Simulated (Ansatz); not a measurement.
Saddle point of GeH6SO, singlet (GeH₄O ([OH][GeH3]) + H₂S → GeH₄S ([SH][GeH3]) + H₂O; bonds formed: Ge1–S7, O2–H6; bonds broken: Ge1–O2, H6–S7), PBE0-D4/def2-TZVP structure:

```xyz
9
angstrom
Ge -0.8987 -0.3982 -0.1044
O 0.4755 0.2534 1.1693
H -0.5301 -1.7123 -0.7891
H -1.7686 -0.7723 1.1376
H -1.7019 0.6619 -0.8625
H 1.0539 0.7218 0.3914
S 1.1931 0.7382 -1.4191
H 0.1733 0.8398 1.8751
H 2.0034 -0.3325 -1.3983
```

Energies are electronic, without zero-point energy. Barriers and step energies count from the start structure reached by relaxing down the imaginary mode; all methods use the PBE0-D4 structures, on which another method's saddle can fall below an end. Ansatz 0.2.0; basis: def2-TZVPP, with def2-QZVPP for the basis limit; cores frozen in the correlated methods. Filled d shells of the heavier atoms are correlated. The def2 sets are not built for correlating such inner shells, so the correlated values are less sure here. B3LYP uses VWN-RPA correlation. Extrapolation: Hartree–Fock as exp(−7.88 √X), correlation as X^−2.97.

| method | barrier (kJ/mol) | step energy (kJ/mol) |
| --- | --- | --- |
| SPW92 | 54.7 | -32.5 |
| PBE-D4 | 79.6 | -33.2 |
| BLYP-D4 | 96.4 | -24.3 |
| r2SCAN-D4 | 92.0 | -28.2 |
| B97M-V | ? | -22.6 |
| PBE0-D4 | 92.8 | -34.0 |
| B3LYP-D4 | 106.0 | -25.4 |
| r2SCAN0-D4 | 100.1 | -30.5 |
| BHLYP-D4 | 120.9 | -24.7 |
| CAM-B3LYP-D4 | 114.4 | -20.5 |
| wB97X-V | 113.9 | -23.8 |
| wB97M-V | 106.3 | -27.0 |
| B2PLYP | ? | -22.8 |
| PBE-QIDH | 105.5 | -30.3 |
| RPA on PBE | ? | -20.0 |
| HF | 162.8 | -16.3 |
| MP2 | 111.3 | -26.4 |
| CCSD | 126.8 | -23.1 |
| CCSD(T) | 117.2 | -24.2 |

(1) Fill in the withheld barriers. (An estimate is asked for; the value comes from the calculation.)

No T1 diagnostic of these runs exceeds 0.013.

Answers

(1) The calculation gives: B97M-V 108.2; RPA on PBE 120.8; B2PLYP 113.8 kJ/mol. Each is the energy of the saddle less that of the start structure, by the same method.

For comparison, the barrier by CCSD(T) at an estimated basis limit (MP2 extrapolated from triple and quadruple zeta, plus CCSD(T) − MP2 in triple zeta) is 114.8 kJ/mol.

Labels in which every atom is bracketed show which atoms are joined, not bond orders.

For scale, one of the runs: CCSD(T)/def2-TZVPP, 205 basis functions, launched by `ansatz run in.yaml --threads 4 --pin off --events-out ev --progress --plain --max-ram 9574MiB`. Time: 82 s of wall clock on 4 CPU threads of an Arm Neoverse V1; the host was shared. Peak host memory: 2.6 GiB.
